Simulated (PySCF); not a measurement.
**M06-2X on C²⁺ (carbon, charge +2)**

Configuration: [He] 2s2, closed-shell 1S. Calculation: PySCF 2.14, in cc-pVTZ; no relativity, point nucleus.

* Total energy: -36.5285 hartree
* One-electron energy: -44.1614 hartree
* Hartree (Coulomb) energy: 12.0692 hartree
* Exchange-correlation energy: -4.4362 hartree
* Kinetic energy: 36.38061 hartree
* ⟨S²⟩: 0.0000
* ⟨L²⟩: 0.000
* Sum of ⟨r⟩: 3.252 bohr
* Sum of ⟨r²⟩: 4.541 bohr²
* Density at the nucleus (Gaussians lack the cusp): 125 bohr⁻³
* Langevin diamagnetic susceptibility: -3.60 ×10⁻⁶ cm³/mol
* Time after the integrals: 0.08 s of wall time on 1 thread of Intel(R) Xeon(R) Platinum 8375C CPU @ 2.90GHz (shared host)

```
shell  electrons  mean orbital energy (hartree)  rms radius, mean of both spins (bohr)
   1s          2                      -11.97268                                  0.313
   2s          2                       -1.60741                                   1.47
```
